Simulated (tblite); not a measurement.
A structure optimised at GFN2-xTB (Å):
```
Si
C   1  1.8540
C   2  1.4392  1  124.05
Cl  3  1.8256  2  113.13  1  -140.68
Si  3  1.9455  2  111.62  1   103.96
Cl  5  2.0053  3  107.33  2   -62.58
H   1  1.4686  2  110.53  3   115.86
H   1  1.4645  2  108.40  3    -4.03
H   1  1.4664  2  109.60  3  -124.42
H   2  1.0803  1  120.01  3   177.85
H   3  1.0894  2  112.85  1   -20.78
H   5  1.4559  3  107.39  2    56.25
H   5  1.4570  3  107.93  2   178.40
```
Z-matrix in Å and degrees, rows numbered from 1.

Doublet state.

Problem. Read off the bonds between heavy atoms and their formal orders.

Solution. Si1–C2 (single); C2–C3 (single); C3–Cl4 (single); C3–Si5 (single); Si5–Cl6 (single). Hydrogens: H7, H8, H9 on Si1; H10 on C2; H11 on C3; H12, H13 on Si5.

Problem. Write the SMILES.

Solution. `[SiH3][CH][C@H](Cl)[SiH2]Cl`, C2H7Cl2Si2.

Problem. What is the point group of this geometry?

Solution. C1 (no symmetry element, even within 0.4 Å).

Problem. Describe the place of each heavy atom.

Solution. Si1: silicon bonded to C and 3 H; C2: carbon bonded to C, Si and H; C3: carbon bonded to C, Cl, Si and H; Cl4: chlorine bonded to C; Si5: silicon bonded to C, Cl and 2 H; Cl6: chlorine bonded to Si.

Problem. What is the arrangement about C3?

Solution. It has 4 neighbours (C2, Cl4, Si5, H11) and is distorted tetrahedral (angles from 102.8° to 113.1°).

Problem. What is the arrangement about Si1?

Solution. It has 4 neighbours (C2, H7, H8, H9) and is tetrahedral (angles from 108.4° to 110.5°).

All values are computed, not measured.
